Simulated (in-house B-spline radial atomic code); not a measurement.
Values are calculated unless marked as measured or tabulated.
# Making a Troullier-Martins d channel for In, r_c = 0.92 bohr

In, [Kr] 4d10 5s2 5p1, non-relativistic PBE, spherical and spin-unpolarised, from a B-spline radial code for spherical atoms (atomic units). The all-electron 4d level is ε = -0.726892 hartree, its outermost node lies just inside 0.41 bohr and its outer maximum at 0.92 bohr.

Inside r_c the pseudo-orbital is u(r) = r^3 exp(p(r)), with p = c0 + c2 r² + c4 r⁴ + … + c12 r¹². The seven coefficients follow from p and its first four derivatives at r_c, from zero curvature of the screened potential at the origin, c4 = −c2²/(2l + 5), and from the norm inside r_c. At r_c the all-electron orbital has P = 0.9991696, P' = 0.02645963, the screened potential V = -6.449814, V' = 17.07164, V'' = -57.13385, and the norm inside is Q = 0.3374525.

**Question.** What are p, p' and p'' at r_c?

**Answer.** p = ln(P/r_c^3) = ln(0.9991696/0.778688) = 0.24931. p' = P'/P − 3/r_c = 0.02648 − 3.26087 = -3.23439. The radial equation gives p'' = 2(V − ε) − 2(3) p'/r_c − p'² = -11.44584 − (-21.09383) − 10.46127 = -0.81327. Differentiating, p''' = 2V' + 2(3)p'/r_c² − 2(3)p''/r_c − 2p'p'' = 11.258, and p'''' = 2V'' − 4(3)p'/r_c³ + 4(3)p''/r_c² − 2(3)p'''/r_c − 2p''² − 2p'p''' = -77.874.

For a trial c2 the five matching conditions are linear in c0, c6, c8, c10 and c12, and c2 is varied until the norm inside r_c equals Q. The root nearest zero gives:

```tsv
n	c_n
0	2.192606
2	-2.884116
4	-0.9242362
6	6.886946
8	-10.84979
10	7.576037
12	-2.008943
```

**Question.** Check c4 and p(r_c), and find the screened pseudopotential at the origin.

**Answer.** −c2²/9 = -0.924236, as listed. The terms c_n r_c^n are 2.19261, -2.44112, -0.66212, 4.17593, -5.56831, 3.29094, -0.73862, which sum to 0.24931. Inverting the radial equation, V_l(r) = ε + 3 p'/r + (p'' + p'²)/2, so V_l(0) = ε + (2l + 3) c2 = -0.726892 + 7 × (-2.88412) = -20.9157 hartree, finite where the all-electron potential diverges.

Orbitals and screened potentials:

```json
{"r (bohr)": "0.092", "P": "-0.235", "u": "0.006807", "V all-electron": "-363.1", "V pseudo": "-20.9"}
{"r (bohr)": "0.23", "P": "-0.5069", "u": "0.09342", "V all-electron": "-95.11", "V pseudo": "-20.33"}
{"r (bohr)": "0.368", "P": "-0.1271", "u": "0.3011", "V all-electron": "-42.66", "V pseudo": "-18.02"}
{"r (bohr)": "0.506", "P": "0.384", "u": "0.5636", "V all-electron": "-23.4", "V pseudo": "-14.12"}
{"r (bohr)": "0.644", "P": "0.7542", "u": "0.7948", "V all-electron": "-14.4", "V pseudo": "-10.59"}
{"r (bohr)": "0.782", "P": "0.9453", "u": "0.9475", "V all-electron": "-9.458", "V pseudo": "-8.551"}
{"r (bohr)": "0.92", "P": "0.9992", "u": "0.9992", "V all-electron": "-6.45", "V pseudo": "-6.45"}
```

Logarithmic derivatives P'/P at R = 1.22 bohr, for energies E around ε:

| E − ε (hartree) | all-electron | pseudo |
| --- | --- | --- |
| -0.5 | -0.0468919 | -0.0477137 |
| -0.25 | -0.36653 | -0.36678 |
| -0.1 | -0.580395 | -0.580441 |
| 0 | -0.733846 | -0.733846 |
| 0.1 | -0.897149 | -0.897203 |
| 0.25 | -1.16318 | -1.16357 |
| 0.5 | -1.67539 | -1.67736 |

**Question.** With P(R) = 0.879503 and a norm of 0.6118476 inside R, what slope in energy does norm conservation fix?

**Answer.** d(P'/P)/dE = −2 × (norm inside R)/P(R)² = -1.5820 per hartree·bohr at E = ε, for both atoms, since orbital and norm agree at R. Differences over ±0.1 hartree give -1.5838 (all-electron) and -1.5838 (pseudo), which also hold third-order terms. Half a hartree below ε the two curves differ by -0.0008.
